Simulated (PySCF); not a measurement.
PBE beside CCSD(T) along the second period: bonds to Pb

PBE and CCSD(T) in PySCF with def2-SVP on every atom (core potentials on Pb), for the lowest determinant that a PBE0 search found; no spin–orbit coupling.

| molecule | state (unpaired electrons) | PBE Re (Å) | PBE ωe (cm⁻¹) | PBE De (eV) | CCSD(T) Re (Å) | CCSD(T) ωe (cm⁻¹) | CCSD(T) De (eV) |
| --- | --- | --- | --- | --- | --- | --- | --- |
| BePb | triplet (π ↑↑) | 2.428 | 425 | 1.33 | 2.532 | 335 | 0.51 |
| BPb | quartet (σ ↑, π ↑↑) | 2.285 | 490 | 2.86 | 2.280 | 497 | 2.12 |
| PbO | singlet (closed shell) | 1.965 | 716 | 5.35 | 1.975 | 681 | 4.22 |
| PbF | doublet (π ↑) | 2.087 | 526 | 4.79 | ? | ? | ? |

(1) Estimate the CCSD(T) values of PbF by adding the mean shift from PBE to CCSD(T) of the other rows, and compare with the calculation.

(2) What are the mean differences of PBE from CCSD(T) over the whole series?

In a basis of this size CCSD(T) is itself not converged; it tends to give bonds that are too long and too weak.

Correlated steps freeze the inner cores (4 to 5 orbitals); shallow outer-core shells are correlated. Correlated levels converge slowly with the basis: in double zeta they bind strong bonds too weakly, by up to about 1 eV, and carry superposition errors of some tenths. These are scalar-relativistic numbers at best; spin–orbit coupling would shift them, the dissociation energy most. Where the molecule has an RHF reference, its open-shell atoms are computed with UHF. The CCSD T1 diagnostic is raised in PbO, a sign that a single reference may not be enough there. States were picked by a PBE0 search and need not be the measured ground states.

Results:

(1) The mean shifts are +3.6 pm, -39 cm⁻¹ and -0.90 eV, which give 2.123 Å, 487 cm⁻¹ and 3.89 eV. CCSD(T)/def2-SVP gives Re = 2.069 Å, ωe = 549 cm⁻¹, De = 3.90 eV.

(2) Re -2.3 pm, ωe +24 cm⁻¹, De +0.90 eV.
